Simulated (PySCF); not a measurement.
**Ionisation energy of Nb by level of theory**

Nb [Kr] 4d4 5s1 (6D) → Nb⁺ [Kr] 4d4 (5D), as a difference of total energies. All numbers are calculated (PySCF 2.14, scalar relativity through the core potential, in def2-TZVPPD with the def2 core potential (28 electrons) (6s4p3d2f1g, 56 functions)). Correlated levels: valence and next inner shell: nothing frozen outside the core potential. The calculations carry no spin-orbit coupling.

```
                                method  ionisation energy (eV)
                                   UHF                   6.001
    MP2 (valence and next inner shell)                   6.787
SCS-MP2 (valence and next inner shell)                   6.450
   CCSD (valence and next inner shell)                   6.706
CCSD(T) (valence and next inner shell)                   6.765
```

Question: How much does correlation contribute at CCSD(T) (valence and next inner shell)?

Answer: 6.765 − (6.001) = 0.764 eV, measured against UHF.

Errors of the correlated levels include the incompleteness of this basis.

For comparison: 6.776 eV (measured; NIST levels, between the centres of gravity of the two terms).
